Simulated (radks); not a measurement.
Results of a calculation; reference values are marked as such.
Q: Radial electron density D(r) = 4 pi r^2 rho(r) of an atom or ion with 7 electrons. Code: a radial shooting solver on a logarithmic mesh with Libxc functionals. Model: non-relativistic Kohn-Sham, PBE, spin-polarised, spherical densities, point nucleus.

r (bohr)  D(r) (e/bohr)  spin D(r)
0.01259          0.7001     0.0219
0.01397          0.8408     0.0263
0.0155            1.007     0.0315
0.0172            1.203     0.0376
0.01893           1.412     0.0442
0.021             1.675     0.0524
0.0233            1.979     0.0618
0.02586           2.327     0.0726
0.02846           2.691     0.0839
0.03158           3.133     0.0975
0.03505           3.626      0.113
0.03889           4.168      0.129
0.04315           4.755      0.147
0.0475            5.332      0.165
0.0527            5.984      0.184
0.05848           6.649      0.204
0.06489           7.308      0.223
0.07142           7.890      0.241
0.07925           8.464      0.257
0.08794           8.949      0.272
0.09758           9.314      0.284
0.1083            9.528      0.294
0.1192            9.571      0.301
0.1322            9.434      0.310
0.1467            9.104      0.321
0.1628            8.596      0.341
0.1792            7.994      0.372
0.1989            7.246      0.426
0.2207            6.458      0.511
0.2448            5.700      0.636
0.2717            5.043      0.810
0.2991            4.577       1.02
0.3318            4.261       1.30
0.3682            4.154       1.63
0.4086            4.237       2.00
0.4497            4.441       2.35
0.499             4.736       2.71
0.5537            5.027       3.02
0.6144            5.235       3.23
0.6817            5.294       3.31
0.7504            5.181       3.26
0.8327            4.866       3.06
0.9239            4.371       2.73
1.025             3.743       2.31
1.128             3.099       1.89
1.252             2.396       1.42
1.389             1.747       1.01
1.542             1.197      0.663
1.711            0.7677      0.404
1.883            0.4783      0.238
2.089            0.2660      0.123
2.318            0.1359     0.0571
2.572           0.06311     0.0236
2.832           0.02832    0.00921
3.142           0.01063    0.00284
3.486          0.003518   0.000709

What is the nuclear charge?

A: Z = 9. The innermost maximum, from 1s, lies near 1/Z = 0.111 bohr (found: 0.116), and its height grows with Z. The density is that of the fluorine ion F2+ in [He] 2s(up 1, down 0) 2p4; the configuration itself is not fixed sharply by these data. D(r) has 2 maxima, at r = 0.116, 0.671 bohr, and minima at 0.368 bohr, inside which lie 2.25 electrons.
